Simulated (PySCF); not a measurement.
Functional benchmark on one molecule

Molecule: SMILES OCC1CCCC1, C6H12O.

Molfile (atoms numbered from 1):
```
C6H12O
     RDKit          3D

 19 19  0  0  0  0  0  0  0  0999 V2000
    2.5083   -1.0945   -0.2825 O   0  0  0  0  0  0  0  0  0  0  0  0
    1.7566    0.0714   -0.4860 C   0  0  0  0  0  0  0  0  0  0  0  0
    0.4555    0.0921    0.2969 C   0  0  0  0  0  0  0  0  0  0  0  0
   -0.4639   -1.1020    0.0212 C   0  0  0  0  0  0  0  0  0  0  0  0
   -1.8366   -0.5981    0.4500 C   0  0  0  0  0  0  0  0  0  0  0  0
   -1.8675    0.8295   -0.1000 C   0  0  0  0  0  0  0  0  0  0  0  0
   -0.4159    1.3388    0.0190 C   0  0  0  0  0  0  0  0  0  0  0  0
    2.7037   -1.1583    0.6582 H   0  0  0  0  0  0  0  0  0  0  0  0
    1.5278    0.1077   -1.5649 H   0  0  0  0  0  0  0  0  0  0  0  0
    2.3440    0.9852   -0.2580 H   0  0  0  0  0  0  0  0  0  0  0  0
    0.7114    0.0793    1.3743 H   0  0  0  0  0  0  0  0  0  0  0  0
   -0.4653   -1.3215   -1.0617 H   0  0  0  0  0  0  0  0  0  0  0  0
   -0.1399   -2.0205    0.5311 H   0  0  0  0  0  0  0  0  0  0  0  0
   -2.6685   -1.2209    0.0870 H   0  0  0  0  0  0  0  0  0  0  0  0
   -1.8996   -0.5837    1.5520 H   0  0  0  0  0  0  0  0  0  0  0  0
   -2.5904    1.4759    0.4197 H   0  0  0  0  0  0  0  0  0  0  0  0
   -2.1718    0.8049   -1.1588 H   0  0  0  0  0  0  0  0  0  0  0  0
   -0.3086    2.0810    0.8241 H   0  0  0  0  0  0  0  0  0  0  0  0
   -0.0957    1.8433   -0.9076 H   0  0  0  0  0  0  0  0  0  0  0  0
  1  2  1  0
  2  3  1  0
  3  4  1  0
  4  5  1  0
  5  6  1  0
  6  7  1  0
  7  3  1  0
  1  8  1  0
  2  9  1  0
  2 10  1  0
  3 11  1  0
  4 12  1  0
  4 13  1  0
  5 14  1  0
  5 15  1  0
  6 16  1  0
  6 17  1  0
  7 18  1  0
  7 19  1  0
M  END
```

Geometry PBE0-D3(BJ)/def2-SVP throughout; GIAO in PySCF 2.14, gas phase, one conformer, non-relativistic; equivalent atoms averaged; basis pcSseg-1.

Reference values (measured; solution, not stated per compound (mostly CDCl3 or CCl4); Pretsch, Buehlmann, Badertscher, Structure Determination of Organic Compounds, 4th ed. (2009)): δ(C3) = 41.2 ppm, δ(C4/C7) = 28.3 ppm, δ(C5/C6) = 24.5 ppm. Computed shifts are taken against TMS, calculated as an isolated molecule at each level.

Question: How do the functionals HF, PBE, BLYP, BP86, PBE0, WP04, B97-2, LC-wPBE perform against the reference? Times are CPU seconds on shared hosts with different chips, so compare them loosely; the GGAs took longer than the global hybrids here, which isn't the general rule, and the cause wasn't traced.

Answer: 
| functional | kind | C3 | C4/C7 | C5/C6 | mean abs. error C | core-s |
| --- | --- | --- | --- | --- | --- | --- |
| HF | Hartree–Fock | 40.1 | 27.6 | 25.2 | 0.8 | 11 |
| PBE | GGA | 50.4 | 33.2 | 30.3 | 6.6 | 52 |
| BLYP | GGA | 52.3 | 34.3 | 31.3 | 8.0 | 36 |
| BP86 | GGA | 50.4 | 33.2 | 30.3 | 6.6 | 34 |
| PBE0 | global hybrid | 47.1 | 31.5 | 28.7 | 4.4 | 23 |
| WP04 | global hybrid | 48.5 | 33.6 | 31.0 | 6.4 | 22 |
| B97-2 | global hybrid | 46.7 | 31.6 | 29.0 | 4.4 | 27 |
| LC-wPBE | range-separated hybrid | 43.9 | 29.8 | 26.7 | 2.1 | 42 |

For $^{13}$C the closest is HF (0.8 ppm) and the furthest BLYP (8.0 ppm). One molecule is a small sample, and vibrational and solvent effects are absent from the calculation.
